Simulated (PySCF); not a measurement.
Species: C3H7Si, net charge -1, singlet state. It need not be the lowest isomer of its formula. Whether it binds its extra electron was not tested at this geometry. SMILES: [SiH2-]CC=C
Geometry from a B3LYP-D3(BJ)/def2-TZVP (Ansatz) optimisation:
```
C
H 1 1.0922
H 1 1.0938 2 109.05
C 1 1.4687 2 110.64 3 122.69
C 4 1.3399 1 127.52 2 -141.55
H 5 1.0841 4 121.76 1 -174.63
H 5 1.0855 6 116.93 4 -178.08
H 4 1.0895 5 117.47 6 -0.08
Si 1 2.0262 2 106.51 3 -116.37
H 9 1.5428 1 95.16 2 -72.40
H 9 1.5486 10 93.33 1 -95.89
```
Charge -1, spin multiplicity 1.

Dispersion corrections to the total energy (kcal/mol) from the dftd3 and dftd4 libraries through PySCF: D3(BJ) without and D4 with the three-body term, each with the damping fitted for the functional named.

```tsv
functional	D3(BJ)	D4
B3LYP	-9.45	-9.90
PBE0	-4.70	-5.20
HSE06	-3.61	-4.83
revPBE	-13.66	___
B2GP-PLYP	___	-2.61
B2PLYP	-4.41	___
HF	-41.94	-22.52
```

Question: What belongs in the gaps?

Answer: 
- revPBE, D4: -20.05
- B2GP-PLYP, D3(BJ): -3.52
- B2PLYP, D4: -4.32
